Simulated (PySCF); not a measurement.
C₄H₈BF, SMILES CCB(F)C=C.

Geometry: PBE0-D3(BJ)/def2-SVP. Other conformers were not sampled.

Two levels are set side by side: PBE/def2-TZVP (PySCF) and B3LYP/def2-TZVP (PySCF). Same geometry, gas phase. Differences are taken from unrounded values.

```tsv
quantity	B3LYP	PBE	PBE minus B3LYP
orbital gap (eV)	6.36	4.53	-1.83
highest occupied level (eV)	-7.99	-6.91	1.08
lowest empty level (eV)	-1.62	-2.38	-0.76
dipole moment (D)	1.69	1.58	-0.11
mean polarisability (bohr³)	62.1	63.8	1.6
```

Without exact exchange PBE keeps part of each electron's self-repulsion, which lifts occupied levels and narrows the gap. Differences between two approximate levels are no errors against the true value.

Rough cost on one machine, each run with all the roots and properties that it gave: B3LYP against PBE within a factor of 2.
